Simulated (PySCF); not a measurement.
C₃H₈AlCl, SMILES C[CH](C)[AlH][Cl].

Geometry: PBE0-D3(BJ)/def2-SVP. One conformer was computed; it need not be the lowest.

Vertical ionisation energy (IE) and electron affinity (EA) in eV. Rows of orbital energies are one-electron estimates. Where ΔSCF, EOM or ADC give a negative EA the extra electron is unbound and the value depends on the basis.

| level | IE | EA |
|---|---|---|
| −ε(HOMO), −ε(LUMO), HF/def2-TZVP (PySCF) | 10.41 | -1.51 |
| −ε(HOMO), −ε(LUMO), PBE/def2-TZVP (PySCF) | 6.25 | 1.99 |
